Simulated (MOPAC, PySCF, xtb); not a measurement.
Dimer: HF (SMILES F) (first 2 atoms) with CH4S (SMILES CS); geometry from B3LYP-D3(BJ)/def2-TZVP, rigid monomers moved along the line of their centres of mass till H2···S4 is 3.89 Å.
(charge 0, multiplicity 1):
```xyz
8

F      0.31126     0.51763    -0.58608
H      0.47661     0.05955     0.22384
C      0.31141     0.90685     4.52178
S      0.70878    -0.80067     4.01393
H     -0.05576     0.92777     5.54470
H      1.24584     1.46147     4.46470
H     -0.40819     1.35370     3.84079
H     -0.53827    -1.29606     4.08110
```

Monomers are frozen at their geometry in the pair; levels with a basis set take the counterpoise correction. Rows marked so take none.

Rows in 6-31G* carry no dispersion term and start afresh at each structure (6-31G* with six Cartesian d functions). The state that PM6 reach isn't checked.

The values were computed with MOPAC for PM6 (differences of heats of formation); PySCF for 6-31G* rows; xtb for the GFN methods. Each number belongs to the level named beside it.

Problem. One of these levels gives -31.8 meV for the interaction energy. Name it.
A. PM6
B. GFN2-xTB
C. HF/6-31G* (no counterpoise)

Solution. A, PM6. The others give -45.1 (GFN2-xTB), -65.7 (HF/6-31G* (no counterpoise))
